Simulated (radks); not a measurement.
Values are calculated unless marked as measured or tabulated.
Task: These are the eigenvalues of the occupied orbitals of an atom or ion with whole-number occupations (hartree). Level of theory: non-relativistic Kohn-Sham, r2SCAN, spin-polarised, spherical densities, point nucleus; meta-GGA in the generalised Kohn-Sham scheme (a radial shooting solver on a logarithmic mesh with Libxc functionals).

orbital  eigenvalue
1s up     -161.5327
1s down   -161.5318
2s up     -17.73059
2s down   -17.71871
2p up     -14.63571
2p down   -14.62617
3s up      -2.30496
3s down    -2.26222
3p up      -1.50415
3p down    -1.45997
4s up      -0.33900
3d up      -0.33792
7s up      -0.01681

Which element is it, and in what charge state? The configuration may be excited. Open shells, if any, are filled with parallel spins first.

Result: Z = 21, scandium, charge 0: Sc in [Ar] 3d1 4s1 7s1. The list shows which subshells hold electrons but not how many an open one holds; the 1s level, -161.53 hartree, gives Z - s = 18.0 by -(Z - s)^2/2, which with screening narrows Z to a few neighbours, and the depths of the outer levels then fix element, charge and occupations together.
